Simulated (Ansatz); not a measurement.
Basis-set series for `[GaH2][O][SbH2]`. Charge 0, multiplicity 1. Sb: def2 effective core potential. The geometry is a stationary point of PBE0-D4/def2-TZVP.

```tsv
functional	basis	functions	energy (Eh)	HOMO (eV)	LUMO (eV)
PBE0-D4	def2-SVP	92	-2242.08787	-7.14	-1.16
PBE0-D4	def2-TZVPP	185	-2242.44530	-7.22	-1.25
ωB97M-V	def2-SVP	92	-2242.23737	-9.22	0.59
ωB97M-V	def2-TZVPP	185	-2242.59797	-9.34	0.44
```

Q: Give the rows for def2-QZVPP. (Estimate.)

A: Ansatz gave: 
```tsv
functional	basis	functions	energy (Eh)	HOMO (eV)	LUMO (eV)
PBE0-D4	def2-QZVPP	348	-2242.49687	-7.23	-1.31
ωB97M-V	def2-QZVPP	348	-2242.64801	-9.35	0.22
```

Positive LUMOs are unbound and depend on the basis. Scalar relativity is left out up to krypton.
